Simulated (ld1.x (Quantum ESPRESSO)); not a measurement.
## u(r) = r·R(r): atom against pseudo-atom (hafnium (Hf))

Columns: radius, all-electron u(r) and pseudo u(r) of the 5d shell (level -16.72 eV) of hafnium in the configuration [Kr] 4d10 4f14 5s2 5p6 5d2 6s0 6p0; BLYP, scalar-relativistic, RRKJ scheme, ld1.x (Quantum ESPRESSO) 7.5.

| r (bohr) | all-electron | pseudo |
| --- | --- | --- |
| 0.140 | 0.1867 | 0.0020 |
| 0.280 | -0.1623 | 0.0162 |
| 0.420 | -0.3033 | 0.0539 |
| 0.560 | -0.1687 | 0.1229 |
| 0.700 | 0.0566 | 0.2237 |
| 0.840 | 0.2718 | 0.3464 |
| 0.980 | 0.4437 | 0.4726 |
| 1.120 | 0.5680 | 0.5817 |
| 1.260 | 0.6505 | 0.6598 |
| 1.400 | 0.6995 | 0.7047 |
| 1.540 | 0.7228 | 0.7240 |
| 1.680 | 0.7272 | 0.7272 |
| 1.820 | 0.7177 | 0.7177 |
| 1.960 | 0.6983 | 0.6983 |
| 2.100 | 0.6720 | 0.6720 |
| 2.240 | 0.6411 | 0.6411 |
| 2.380 | 0.6072 | 0.6072 |
| 2.520 | 0.5716 | 0.5716 |
| 2.660 | 0.5353 | 0.5353 |
| 2.800 | 0.4991 | 0.4991 |
| 2.940 | 0.4634 | 0.4634 |
| 3.080 | 0.4287 | 0.4287 |
| 3.220 | 0.3953 | 0.3953 |
| 3.360 | 0.3634 | 0.3634 |
| 3.500 | 0.3332 | 0.3332 |
| 3.640 | 0.3047 | 0.3047 |

(1) How many radial nodes do the two functions have?

(2) At about which radius was the pseudo-wave matched?

(3) Is the pseudo-wave norm-conserving?

Answers

(1) The all-electron 5d function has n − l − 1 = 2; the pseudo-wave has 0, since the states of the same l below it are removed with the core.

(2) 1.70 bohr, where the columns begin to agree (steps of 0.14 bohr).

(3) Yes: the RRKJ scheme keeps the norm inside the radius equal to the all-electron one, which fixes the energy derivative of the logarithmic derivative at the level.
